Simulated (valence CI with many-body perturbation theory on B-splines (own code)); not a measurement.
# E1 transitions of Dy⁵⁹⁺

Method: valence CI with perturbative core correlation (CI+MBPT): five valence electrons over a frozen Dirac-Fock core [He], a basis of 11 s, 11 p, 10 d, 8 f, 5 g, 2 h functions for each j, with the one-electron correlation potential Σ1, the two-electron term Σ2, the three-electron term Σ3, Breit, model QED; selected CI, second order for the rest, scaled by the run's own slope (own B-spline code, finite nucleus).

The last digits are not significant, and no measured levels were compared; by estimate large intervals hold to a few tenths of a per cent, small ones and those within an open d or f shell to about a per cent. Among the levels kept, up to 7300 cm⁻¹ of a level comes from second order outside the variational space, and about a tenth of that is noise between levels of different J, which matters for small intervals.

Lines 201 to 250 of 573 in falling wavelength, among levels below 78345 × 10³ cm⁻¹, chosen from the strongest by gf and those to the six lowest levels. Wavelengths and rates use the calculated energies. Electric multipoles are in the length gauge, E1 and E2 with the static RPA response of the core. Weak lines are less certain than strong ones. Lines between different terms over intervals too small for the method are left out, as are lines whose strength nearly cancels. The highest levels of a list are the least certain.

Levels are named by their leading jj configuration (3d3/2^4 stands for four electrons in 3d with j = 3/2), which in mixed levels can hold well under half, so a name can repeat and another be missing. Letters in brackets count levels of one name in rising energy.

| λ vac (nm) | Upper | Lower | A (s⁻¹) | log gf | Branch % |
| --- | --- | --- | --- | --- | --- |
| 1.083 | (2s 2p1/2 2p3/2^2 3p3/2) J=7/2 [c] | (2s^2 2p1/2 2p3/2 3p3/2) J=5/2 [b] | 1.12e+12 | -0.80 | 0.5 |
| 1.083 | (2p1/2^2 2p3/2^2 3p3/2) J=3/2 [a] | (2s 2p1/2^2 2p3/2 3p3/2) J=1/2 [b] | 2.45e+12 | -0.76 | 1.0 |
| 1.082 | (2s 2p1/2 2p3/2^3) J=5/2 | (2s^2 2p1/2 2p3/2^2) J=5/2 | 3.22e+12 | -0.47 | 93.5 |
| 1.081 | (2s 2p1/2 2p3/2^2 3d5/2) J=9/2 [c] | (2s^2 2p1/2 2p3/2 3d5/2) J=7/2 [b] | 1.29e+12 | -0.65 | 12.5 |
| 1.079 | (2s 2p1/2 2p3/2^2 3d3/2) J=3/2 [c] | (2s^2 2p1/2 2p3/2 3d3/2) J=5/2 [a] | 1.35e+12 | -1.03 | 0.3 |
| 1.079 | (2s 2p1/2 2p3/2^2 3d5/2) J=5/2 [d] | (2s^2 2p1/2 2p3/2 3d5/2) J=5/2 [b] | 1.41e+12 | -0.83 | 0.3 |
| 1.076 | (2s 2p1/2^2 2p3/2 3d3/2) J=3/2 [b] | (2s^2 2p1/2^2 3d3/2) J=3/2 | 2.96e+12 | -0.69 | 2.8 |
| 1.075 | (2s 2p1/2 2p3/2^2 3p3/2) J=1/2 [c] | (2s^2 2p1/2 2p3/2 3p3/2) J=1/2 [b] | 3.63e+12 | -0.90 | 2.8 |
| 1.075 | (2s 2p1/2 2p3/2^2 3d5/2) J=3/2 [d] | (2s^2 2p1/2 2p3/2 3d5/2) J=1/2 | 1.83e+12 | -0.90 | 1.3 |
| 1.073 | (2s 2p1/2^2 2p3/2 3d5/2) J=7/2 [b] | (2s^2 2p1/2^2 3d5/2) J=5/2 | 3.75e+12 | -0.29 | 1.5 |
| 1.073 | (2s 2p1/2 2p3/2^3) J=1/2 | (2s^2 2p1/2 2p3/2^2) J=1/2 | 2.31e+12 | -1.10 | 26.2 |
| 1.073 | (2s 2p1/2 2p3/2^2 3d5/2) J=7/2 [e] | (2s^2 2p1/2 2p3/2 3d5/2) J=7/2 [b] | 2.57e+12 | -0.45 | 0.3 |
| 1.072 | (2s 2p1/2 2p3/2^2 3d5/2) J=5/2 [e] | (2s^2 2p1/2 2p3/2 3d5/2) J=3/2 [b] | 1.94e+12 | -0.70 | 0.6 |
| 1.072 | (2s 2p1/2^2 2p3/2 3p3/2) J=5/2 [b] | (2s^2 2p1/2^2 3p3/2) J=3/2 | 4.11e+12 | -0.37 | 2.7 |
| 1.070 | (2s 2p1/2 2p3/2^2 3d5/2) J=7/2 [c] | (2s^2 2p1/2 2p3/2 3d5/2) J=5/2 [a] | 8.58e+11 | -0.93 | 1.4 |
| 1.069 | (2s 2p1/2 2p3/2^2 3p3/2) J=3/2 [e] | (2s^2 2p1/2 2p3/2 3p3/2) J=3/2 [b] | 1.71e+12 | -0.93 | 1.0 |
| 1.069 | (2s 2p1/2 2p3/2^2 3p3/2) J=5/2 [e] | (2s^2 2p1/2 2p3/2 3p3/2) J=5/2 [b] | 3.78e+12 | -0.41 | 10.8 |
| 1.068 | (2s^2 2p1/2 2p3/2 3d3/2) J=3/2 [a] | (2s^2 2p1/2^2 3p1/2) J=1/2 | 1.89e+12 | -0.89 | 0.4 |
| 1.068 | (2s 2p1/2 2p3/2^2 3s) J=1/2 [a] | (2s^2 2p1/2 2p3/2 3s) J=3/2 [a] | 3.06e+12 | -0.98 | 3.4 |
| 1.067 | (2s 2p1/2 2p3/2^2 3p3/2) J=3/2 [f] | (2s^2 2p1/2 2p3/2 3p3/2) J=1/2 [b] | 1.44e+12 | -1.01 | 1.3 |
| 1.067 | (2s 2p1/2^2 2p3/2 3p1/2) J=1/2 | (2s^2 2p1/2^2 3p1/2) J=1/2 | 4.13e+12 | -0.85 | 0.7 |
| 1.067 | (2s 2p1/2 2p3/2^2 3p3/2) J=3/2 [c] | (2s^2 2p1/2 2p3/2 3p3/2) J=5/2 [a] | 2.20e+12 | -0.82 | 1.7 |
| 1.067 | (2p1/2 2p3/2^4) J=1/2 | (2s 2p1/2 2p3/2^3) J=3/2 [b] | 9.26e+12 | -0.50 | 66.7 |
| 1.067 | (2s 2p1/2^2 2p3/2 3d5/2) J=5/2 [a] | (2s^2 2p1/2^2 3d3/2) J=3/2 | 1.47e+12 | -0.82 | 0.5 |
| 1.066 | (2s 2p1/2 2p3/2^2 3d3/2) J=7/2 [c] | (2s^2 2p1/2 2p3/2 3d3/2) J=7/2 | 3.57e+12 | -0.31 | 2.6 |
| 1.065 | (2p1/2^2 2p3/2^2 3s) J=1/2 | (2s 2p1/2^2 2p3/2 3s) J=3/2 [b] | 2.99e+12 | -0.99 | 1.5 |
| 1.064 | (2s 2p1/2 2p3/2^3) J=3/2 [b] | (2s^2 2p1/2 2p3/2^2) J=1/2 | 2.03e+12 | -0.86 | 23.2 |
| 1.064 | (2s 2p1/2^2 2p3/2 3d3/2) J=5/2 [b] | (2s^2 2p1/2^2 3d3/2) J=3/2 | 2.29e+12 | -0.63 | 0.4 |
| 1.063 | (2s 2p1/2^2 2p3/2 3s) J=3/2 [b] | (2s^2 2p1/2^2 3s) J=1/2 | 3.04e+12 | -0.69 | 5.5 |
| 1.063 | (2s 2p1/2 2p3/2^2 3s) J=1/2 [b] | (2s^2 2p1/2 2p3/2 3s) J=1/2 | 3.32e+12 | -0.95 | 2.6 |
| 1.063 | (2s 2p1/2 2p3/2^2 3s) J=3/2 [d] | (2s^2 2p1/2 2p3/2 3s) J=3/2 [b] | 5.14e+12 | -0.46 | 4.6 |
| 1.062 | (2s^2 2p1/2 2p3/2 3d3/2) J=3/2 [b] | (2s^2 2p1/2^2 3p1/2) J=1/2 | 2.19e+12 | -0.83 | 1.6 |
| 1.062 | (2s 2p1/2 2p3/2^2 3d5/2) J=5/2 [d] | (2s^2 2p1/2 2p3/2 3d5/2) J=3/2 [a] | 2.32e+12 | -0.63 | 0.6 |
| 1.062 | (2s 2p1/2 2p3/2^2 3d5/2) J=5/2 [c] | (2s^2 2p1/2 2p3/2 3d5/2) J=7/2 [a] | 2.46e+12 | -0.60 | 0.5 |
| 1.061 | (2s 2p1/2 2p3/2^3) J=5/2 | (2s^2 2p1/2 2p3/2^2) J=3/2 | 1.96e+11 | -1.70 | 5.7 |
| 1.061 | (2s 2p1/2^2 2p3/2 3d5/2) J=5/2 [b] | (2s^2 2p1/2^2 3d5/2) J=5/2 | 4.22e+12 | -0.37 | 0.3 |
| 1.061 | (2s 2p1/2 2p3/2^2 3p1/2) J=5/2 [c] | (2s^2 2p1/2 2p3/2 3p1/2) J=5/2 | 5.48e+12 | -0.26 | 1.7 |
| 1.061 | (2s 2p1/2 2p3/2^2 3p3/2) J=1/2 [b] | (2s^2 2p1/2 2p3/2 3p3/2) J=3/2 [a] | 4.01e+12 | -0.87 | 34.6 |
| 1.061 | (2p1/2^2 2p3/2^3) J=3/2 | (2s 2p1/2^2 2p3/2^2) J=3/2 | 6.60e+12 | -0.35 | 64.1 |
| 1.061 | (2s 2p1/2 2p3/2^2 3s) J=3/2 [c] | (2s^2 2p1/2 2p3/2 3s) J=5/2 | 4.49e+12 | -0.52 | 4.2 |
| 1.061 | (2s 2p1/2 2p3/2^2 3d5/2) J=5/2 [e] | (2s^2 2p1/2 2p3/2 3d5/2) J=5/2 [b] | 1.46e+12 | -0.83 | 0.5 |
| 1.060 | (2s 2p1/2 2p3/2^2 3p3/2) J=7/2 [c] | (2s^2 2p1/2 2p3/2 3p3/2) J=7/2 | 5.20e+12 | -0.15 | 2.5 |
| 1.060 | (2s 2p1/2 2p3/2^2 3s) J=5/2 [c] | (2s^2 2p1/2 2p3/2 3s) J=5/2 | 2.82e+12 | -0.55 | 11.2 |
| 1.060 | (2s 2p1/2^2 2p3/2 3d5/2) J=3/2 [b] | (2s^2 2p1/2^2 3d5/2) J=5/2 | 4.58e+12 | -0.51 | 0.5 |
| 1.059 | (2p1/2^2 2p3/2^3) J=3/2 | (2s 2p1/2^2 2p3/2^2) J=1/2 | 1.49e+12 | -1.00 | 14.5 |
| 1.059 | (2s 2p1/2 2p3/2^2 3d5/2) J=9/2 [c] | (2s^2 2p1/2 2p3/2 3d5/2) J=9/2 | 4.66e+12 | -0.11 | 45.2 |
| 1.059 | (2s 2p1/2^2 2p3/2 3d3/2) J=1/2 [b] | (2s^2 2p1/2^2 3d3/2) J=3/2 | 4.24e+12 | -0.85 | 1.4 |
| 1.059 | (2s 2p1/2 2p3/2^2 3p1/2) J=1/2 [b] | (2s^2 2p1/2 2p3/2 3p1/2) J=3/2 [a] | 3.47e+12 | -0.93 | 0.8 |
| 1.059 | (2s 2p3/2^4) J=1/2 | (2s^2 2p3/2^3) J=3/2 | 7.40e+12 | -0.60 | 98.6 |
| 1.059 | (2s 2p1/2 2p3/2^2 3p3/2) J=3/2 [d] | (2s^2 2p1/2 2p3/2 3p3/2) J=1/2 [a] | 1.45e+12 | -1.01 | 1.2 |
